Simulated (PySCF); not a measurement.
**Frontier orbitals and the lowest excitations**

Compound: C6H11PSe.
SMILES with atom numbers: `[CH:1]#[C:2][CH2:3][P@H:4](=[Se:5])[CH2:6][CH2:7][CH3:8]` (hydrogens: H9 on C1; H10, H11 on C3; H12 on P4; H13, H14 on C6; H15, H16 on C7; H17, H18, H19 on C8)

Method used: TDDFT wB97X-D/def2-SVPD, vertical, gas phase, core orbitals frozen in the response in PySCF. Isolated species at its PBE0-D3(BJ)/def2-SVP geometry (one conformer only). Relativistic effects, spin–orbit coupling among them, are left out although an element past zinc is present. Torsions of this conformer, `[CH:1]#[C:2][CH2:3][P@H:4](=[Se:5])[CH2:6][CH2:7][CH3:8]`: C2–C3–P4–Se5 180°, C3–P4–C6–C7 67°, P4–C6–C7–C8 174°.

Kohn–Sham orbitals with the atoms that hold most of them (Löwdin shares over 4%, at most four atoms):

```csv
orbital,ε (eV),atoms
LUMO+2,2.13,"Se5 32%, P4 9%, C1 9%, C2 6%"
LUMO+1,1.75,"Se5 17%, C1 15%, P4 14%, C2 11%"
LUMO,1.42,"Se5 36%, C1 16%, C2 13%, P4 12%"
HOMO,-7.99,"Se5 76%, P4 13%"
HOMO-1,-8.01,"Se5 76%, P4 16%"
HOMO-2,-10.25,"C1 37%, C2 35%, C3 7%, P4 7%"
HOMO-3,-10.33,"C1 41%, C2 39%, C3 8%"
```

Q: How does S1 compare with the orbital gap of 9.41 eV?

A: S1 is at 5.02 eV (f = 0.013), 4.39 eV below the gap, made of HOMO→LUMO (49%), HOMO-1→LUMO (33%). 

Next come S2 at 5.03 eV (f 0.016), HOMO-1→LUMO (49%), HOMO→LUMO (30%); S3 at 5.55 eV (f 0.0027), HOMO→LUMO+1 (57%), HOMO→LUMO+2 (9%); S4 at 5.73 eV (f 0.037), HOMO-1→LUMO+1 (39%), HOMO→LUMO+4 (12%), HOMO→LUMO+1 (10%); S5 at 5.84 eV (f 0.010), HOMO-1→LUMO+4 (44%), HOMO-1→LUMO+2 (12%), HOMO-1→LUMO+3 (10%).

Löwdin shares depend on the basis, the more so with diffuse functions.

On one thread of an Arm Neoverse V2, no GPU (shared host), this took 3.4 min and 1.3 GiB of memory at its peak.
